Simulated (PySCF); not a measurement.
CH$_{4}$Sn (SMILES [CH3][SnH]), singlet, geometry from GFN2-xTB (such geometries of metal compounds can be far from the true shape) (core potentials on Sn). Base run: HF/def2-SVP (PySCF).

The PySCF input:
```python
from pyscf import gto, scf, solvent

mol = gto.Mole()
mol.atom = '''
    Sn   -0.004436    0.255874    0.249254
    H    -0.170390    1.474631   -1.099845
    C     0.041163   -1.484653   -1.176161
    H     0.875613   -1.395495   -1.872182
    H    -0.870792   -1.522914   -1.772463
    H     0.140412   -2.441992   -0.661240
'''
mol.basis = 'def2-svp'
mol.ecp = {'Sn': 'def2-svp'}
mol.charge = 0
mol.spin = 0
mol.verbose = 4
mol.build()

mf = scf.RHF(mol)
mf.kernel()
mf.analyze()
```

Variants of this job, named by their change:

```tsv
change	ΔE vs base (kcal/mol)	dipole (D)	HOMO-LUMO gap (eV)
base	0.000	0.55	8.47
model = IEF-PCM; solvent = chloroform; vdw_scale = 1.1	___	___	___
model = ddCOSMO; solvent = chloroform	___	___	___
model = IEF-PCM; solvent = chloroform	-2.20	0.79	8.68
model = IEF-PCM; solvent = chloroform; vdw_scale = 1.0	-4.37	0.83	8.84
model = COSMO; solvent = chloroform	-2.26	0.79	8.69
model = IEF-PCM; solvent = chloroform; vdw_scale = 1.4	-1.22	0.73	8.59
model = IEF-PCM; solvent = methanol	-3.09	0.92	8.76
model = SS(V)PE; solvent = chloroform	-2.19	0.78	8.68
model = IEF-PCM; solvent = n-hexane	-1.08	0.66	8.57
model = IEF-PCM; solvent = chloroform; r_probe = 0.5	-1.05	0.69	8.57
model = C-PCM; solvent = chloroform	___	0.83	___
```

### Question
Complete the blanks.

### Answer

- model = IEF-PCM; solvent = chloroform; vdw_scale = 1.1, ΔE vs base (kcal/mol): -3.04
- model = IEF-PCM; solvent = chloroform; vdw_scale = 1.1, dipole (D): 0.82
- model = IEF-PCM; solvent = chloroform; vdw_scale = 1.1, HOMO-LUMO gap (eV): 8.75
- model = ddCOSMO; solvent = chloroform, ΔE vs base (kcal/mol): -3.30
- model = ddCOSMO; solvent = chloroform, dipole (D): 0.77
- model = ddCOSMO; solvent = chloroform, HOMO-LUMO gap (eV): 8.77
- model = C-PCM; solvent = chloroform, ΔE vs base (kcal/mol): -2.51
- model = C-PCM; solvent = chloroform, HOMO-LUMO gap (eV): 8.71

The base is the gas phase, so ΔE is the electrostatic part of solvation at a fixed geometry, without cavity and dispersion terms.
